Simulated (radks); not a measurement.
Neutral caesium inside a hard spherical wall (all orbitals vanish at R), configuration held at [Xe] 6s1 and not refilled when levels cross. Calculated with a radial shooting solver on a logarithmic mesh with Libxc functionals: scalar-relativistic Kohn-Sham, PBEsol, spin-polarised, spherical densities, finite nucleus; open shells are filled with parallel spins first (spin-orbit coupling, left out, can overturn this in heavy ions); Fermi nuclear charge, rms radius 4.8041 fm. Eigenvalues in eV for spin up, with the zero of energy where the potential of the charges vanishes at infinity; a dash marks a level that is unbound or too diffuse for the functional's potential to be trusted. A positive occupied level is held by the wall or, in an anion where self-interaction has pushed it up, behind a barrier. The pressure on the wall is -dE/dV.

R (bohr)  E (hartree)  kinetic (hartree)    e(4d)    e(5s)    e(5p)   e(6s)  e(6p, empty)  e(5d, empty)  pressure (GPa)
free       -7783.5147           8199.557  -74.136  -26.732  -13.513  -2.290        -0.853        -0.516               0
20         -7783.5147           8199.557  -74.135  -26.731  -13.512  -2.290        -0.846        -0.512        < 0.0001
10         -7783.5072           8199.602  -73.747  -26.351  -13.147  -1.924         0.031        -0.035           0.121
8          -7783.4848           8199.695  -73.213  -25.840  -12.665  -1.096         1.566         0.656           0.763
7          -7783.4536           8199.813  -72.732  -25.395  -12.253  -0.063         3.300         1.345            2.15
6          -7783.3820           8200.087  -71.888  -24.660  -11.573   2.094         6.633         2.585            7.13
5          -7783.1873           8200.872  -70.022  -23.163  -10.126   7.163        13.754         5.186            30.5
1.5        -7701.0784           8452.164   65.418   208.03   250.59  637.18        678.44        314.63          230000
